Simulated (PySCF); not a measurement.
Species: Nb(SH)4 (doublet state).
Bonds: Nb1–S2, Nb1–S4, Nb1–S6, Nb1–S8. Hydrogens: H3 on S2; H5 on S4; H7 on S6; H9 on S8.

The calculation used PySCF, PBE0-D3(BJ)/def2-SVP geometry optimisation, gas phase, def2 core potentials past Kr.

Problem. Give the optimised bond lengths and angles.

Solution. 
| bond | length (pm) |
| --- | --- |
| Nb1–S2 and 3 like bonds | 234.4 |
| S2–H3 and 3 like bonds | 135.7 |

Bonds in one row agree within 1 pm and their mean is given. A selection of angles:
| angle | degrees |
| --- | --- |
| S2–Nb1–S4 | 111.5 |
| S2–Nb1–S6 | 108.9 |
| S4–Nb1–S6 | 108.5 |
| Nb1–S2–H3 | 98.0 |
| Nb1–S8–H9 | 98.5 |

Dihedral angles: H3–S2–Nb1–S4 73° (synclinal); H5–S4–Nb1–S2 74° (synclinal); H7–S6–Nb1–S2 165° (antiperiplanar); H9–S8–Nb1–S2 43° (synclinal). The mirror-image conformer, all signs reversed, is as good.

Nb1 (niobium bonded to 4 S) is tetrahedral (angles from 106.8° to 112.2°). S2 (sulfur bonded to Nb and H) is bent (angle 98.0°).

Point group: near S4, missed by 0.12 Å at most; the miss may be what the optimiser left on a soft mode (C2 holds within 0.08 Å). Stationary, but not proved a minimum. ⟨S²⟩ = 0.758 (exact for a doublet: 0.75).

Neither the SCF state along the optimisation nor the shape of the open-shell metal species was proved the lowest: other solutions of the same spin, or a structure of lower symmetry, can lie below.
